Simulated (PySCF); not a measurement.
# How methods differ on the excitation energy of W

W [Xe] 4f14 5d4 6s2 (5D) → W [Xe] 4f14 5d4 6s1 7s1 (7D), as a difference of total energies. Computed with PySCF 2.14 in aug-cc-pVDZ-PP with ECP60MDF, with scalar relativity through the core potential. Correlated levels: valence: 5s2 5p6 frozen. The calculations carry no spin-orbit coupling.

| method | excitation energy (eV) |
| --- | --- |
| UHF | 3.619 |
| LDA | 5.308 |
| PBE | 4.880 |
| PBE0 | 4.727 |
| r2SCAN | 4.571 |
| M06-2X | 5.685 |
| PBEsol | 4.897 |
| wB97X-V | 5.184 |
| TPSS | 4.822 |
| MP2 (valence) | 4.749 |
| SCS-MP2 (valence) | 5.055 |

Task: How much does correlation contribute at MP2 (valence)?

Result: 4.749 − (3.619) = 1.130 eV, measured against UHF.

The promoted electron is Rydberg-like, and one or two diffuse shells describe it only roughly, which tends to raise the upper state.
